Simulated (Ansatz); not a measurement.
Geometry optimisation, RHF/def2-SVP in Ansatz.

input.yaml

```yaml
crystal:
  periodic: [false, false, false]
  atoms:
    - { symbol: Si, position_ang: [0.0, 0.0, 0.0] }
    - { symbol: H, position_ang: [0.0, 0.0, 1.81] }
    - { symbol: H, position_ang: [1.3768, 0.0, -0.4862] }
    - { symbol: O, position_ang: [-0.7913, 1.3709, -0.5594] }
    - { symbol: H, position_ang: [-1.7491, 1.1401, -0.7818] }
    - { symbol: H, position_ang: [-0.6877, -1.1914, -0.4862] }
    - { symbol: Br, position_ang: [1.3622, -2.0686, 0.823] }
    - { symbol: H, position_ang: [0.5154, -0.7826, 1.9196] }
basis:
  gaussian: { orbitals: def2-SVP }
hamiltonian:
  xc: hf
relax:
  f_tol: 0.15
  max_steps: 25
  restrain:
    - { distance: [0, 6], at: 3.51, k: 30.0 }
    - { distance: [7, 1], at: 1.86, k: 30.0 }
    - { distance: [0, 1], at: 1.46, k: 30.0 }
    - { distance: [7, 6], at: 1.55, k: 30.0 }
```

Run as:

```bash
$ ansatz run input.yaml --threads 1 --pin off --max-ram 2048MiB --backend cpu --events-out ev --progress --plain --runs-dir out
```

**Question.** Where does it end, and by what steps?

**Answer.** It converged. The restraints hold the end off the free minimum. After 8 steps the energy has fallen by 3.144 eV (the restraints' own energy left out); Br7 moved furthest, 0.83 Å. Parted: Si1–Br7 (2.61 → 3.52 Å).

```csv
step,energy less start (eV),largest force component (eV/Å),accepted
0,0.0000,2.767,yes
1,-0.9561,2.639,yes
2,-1.7551,4.136,yes
3,-2.5260,4.119,yes
4,-2.8603,1.799,yes
5,-3.1192,1.632,yes
6,-3.1325,1.721,yes
7,-3.1410,1.661,yes
8,-3.1437,1.664,yes
```

```xyz
8
Properties=species:S:1:pos:R:3
Si -0.114 0.122 -0.126
H -0.127 0.083 1.344
H 1.277 0.249 -0.589
O -0.933 1.440 -0.686
H -1.875 1.484 -0.632
H -0.734 -1.130 -0.612
Br 1.619 -2.482 1.490
H 0.914 -1.298 2.050
```

Time of the run: 18 s on 1 thread of Arm Neoverse V2, on a shared host, peak memory 0.17 GiB.
